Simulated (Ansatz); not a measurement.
`[OH][GeH2][OH]` and `[OH][GeH]([OH])[GeH3]` differ in one atom or group.

Ansatz, PBE0-D4/def2-TZVP geometries, multiplicity 1. Each molecule was computed in one conformer, which needn't be the lowest.

Scalar relativity is left out up to krypton.

```json
{"property": "LUMO energy (PBE0/def2-TZVPP) / eV", "`[OH][GeH2][OH]`": "0.28"}
{"property": "LUMO energy (ωB97M-V/def2-TZVPP) / eV", "`[OH][GeH2][OH]`": "1.88"}
{"property": "HOMO energy (B3LYP/def2-TZVPP) / eV", "`[OH][GeH2][OH]`": "-8.48"}
{"property": "size of the dipole moment (PBE/def2-TZVPP) / D", "`[OH][GeH2][OH]`": "2.38"}
{"property": "HOMO–LUMO gap (B3LYP/def2-TZVPP) / eV", "`[OH][GeH2][OH]`": "8.40"}
{"property": "HOMO–LUMO gap (ωB97M-V/def2-TZVPP) / eV", "`[OH][GeH2][OH]`": "12.99"}
```

(1) What does the change do to each property? (Best estimate.)

Results:

(1) Computed: 
```csv
property,`[OH][GeH]([OH])[GeH3]`,shift
LUMO energy (PBE0/def2-TZVPP) / eV,0.03,-0.25
LUMO energy (ωB97M-V/def2-TZVPP) / eV,1.72,-0.16
HOMO energy (B3LYP/def2-TZVPP) / eV,-7.72,0.76
size of the dipole moment (PBE/def2-TZVPP) / D,1.87,-0.51
HOMO–LUMO gap (B3LYP/def2-TZVPP) / eV,7.49,-0.91
HOMO–LUMO gap (ωB97M-V/def2-TZVPP) / eV,11.79,-1.20
```

With PBE0 the HOMO rises by 0.81 eV and the LUMO falls by 0.25 eV, so the gap narrows by about 1.06 eV. PBE moves the HOMO by 0.47 eV and ωB97M-V by 1.06 eV. Dipoles are sizes alone; their direction can turn.

B3LYP here is the variant with VWN-RPA as its local correlation; programs differ in this.
